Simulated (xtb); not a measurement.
Cl2Si (SMILES Cl[Si]Cl), singlet, from a rough starting geometry; GFN2-xTB (xtb 6.7.1).

xtb was given this input:
```
$ xtb mol.xyz --gfn 2 --opt vtight --json

# file mol.xyz
3

Si     0.03445543     0.00392403     0.87986347
Cl     1.03612903     1.19570307    -0.43215801
Cl    -1.01525364    -1.25740437    -0.43537822
```

The log (banner, timings and long lists left out):

```
   ID    Z sym.   atoms
    1   14 Si     1
    2   17 Cl     2, 3

           -------------------------------------------------
          |                Calculation Setup                |
           -------------------------------------------------

           -------------------------------------------------
          |                 G F N 2 - x T B                 |
           -------------------------------------------------

          ...................................................
          :                      SETUP                      :
          :.................................................:
          :  # basis functions                  30          :
          :  # atomic orbitals                  27          :
          :  # shells                            9          :
          :  # electrons                        18          :
          :  max. iterations                   250          :
          :  Hamiltonian                  GFN2-xTB          :
          :  restarted?                      false          :
          :  GBSA solvation                  false          :
          :  PC potential                    false          :
          :  electronic temp.          300.0000000     K    :
          :  accuracy                    1.0000000          :
          :  -> integral cutoff          0.2500000E+02      :
          :  -> integral neglect         0.1000000E-07      :
          :  -> SCF convergence          0.1000000E-05 Eh   :
          :  -> wf. convergence          0.1000000E-03 e    :
          :  Broyden damping             0.4000000          :
          :  net charge                          0          :
          :  unpaired electrons                  0          :
          ...................................................

 iter      E             dE          RMSdq      gap      omega  full diag
   1    -10.8623494 -0.108623E+02  0.120E+01    2.88       0.0  T
   2    -10.8796866 -0.173373E-01  0.857E+00    2.65       1.0  T
   3    -10.8831164 -0.342978E-02  0.407E+00    2.51       1.0  T
   4    -10.8833577 -0.241265E-03  0.145E+00    2.72       1.0  T
   5    -10.8816877  0.167000E-02  0.153E+00    2.56       1.0  T
   6    -10.8825694 -0.881702E-03  0.121E+00    2.86       1.0  T
   7    -10.8845808 -0.201142E-02  0.134E-01    2.72       1.0  T
   8    -10.8845662  0.145928E-04  0.165E-01    2.72       1.0  T
   9    -10.8845800 -0.138273E-04  0.133E-01    2.72       1.0  T
[...]
         :: total energy             -10.875277678682 Eh    ::
 * total energy  :   -10.8752777 Eh     change       -0.8043362E-09 Eh
 * total energy  :   -10.8756323 Eh     change       -0.3546411E-03 Eh
 * total energy  :   -10.8753329 Eh     change        0.2993951E-03 Eh
 * total energy  :   -10.8757593 Eh     change       -0.4264063E-03 Eh
 * total energy  :   -10.8757609 Eh     change       -0.1541974E-05 Eh
 * total energy  :   -10.8757617 Eh     change       -0.8043045E-06 Eh
 * total energy  :   -10.8757617 Eh     change       -0.5071495E-08 Eh
   *** GEOMETRY OPTIMIZATION CONVERGED AFTER 7 ITERATIONS ***
         :: total energy             -10.875761683293 Eh    ::
[...]
        17                          0.0163956               0.4461
        18                          0.0198969               0.5414
        19                          0.0200231               0.5449
        20                          0.0200794               0.5464
       ...                                ...                  ...
        27                          0.6931429              18.8614
      -------------------------------------------------------------
                  HL-Gap            0.1011689 Eh            2.7529 eV
             Fermi-level           -0.3304401 Eh           -8.9917 eV

     #   Z          covCN         q      C6AA      α(0)
     1  14 Si       1.606     0.473   182.750    28.764
     2  17 Cl       0.819    -0.237   106.551    15.791
     3  17 Cl       0.819    -0.237   106.552    15.791

 Mol. C6AA /au·bohr⁶  :       1139.803926
 Mol. C8AA /au·bohr⁸  :      59854.118533
 Mol. α(0) /au        :         60.346168

Wiberg/Mayer (AO) data.
largest (>0.10) Wiberg bond orders for each atom

 ---------------------------------------------------------------------------
     #   Z sym  total        # sym  WBO       # sym  WBO       # sym  WBO
 ---------------------------------------------------------------------------
     1  14 Si   2.427 --     2 Cl   1.213     3 Cl   1.213
     2  17 Cl   1.260 --     1 Si   1.213
     3  17 Cl   1.260 --     1 Si   1.213
 ---------------------------------------------------------------------------

Topologies differ in total number of bonds
Writing topology from bond orders to xtbtopo.mol

molecular dipole:
                 x           y           z       tot (Debye)
 q only:        0.001       0.007       1.166
   full:        0.000       0.000       0.047       0.120
molecular quadrupole (traceless):
                xx          xy          yy          xz          yz          zz
 q only:       -0.985      -3.131      -2.112       0.083      -0.031       3.097
  q+dip:        0.178      -2.019      -0.548       0.014       0.004       0.370
   full:        1.353      -2.891       0.314       0.016      -0.011      -1.667

optimized geometry written to: xtbopt.xyz

           -------------------------------------------------
          | TOTAL ENERGY              -10.875761683293 Eh   |
          | GRADIENT NORM               0.000010608863 Eh/α |
          | HOMO-LUMO GAP               2.752944764539 eV   |
           -------------------------------------------------

normal termination of xtb
```
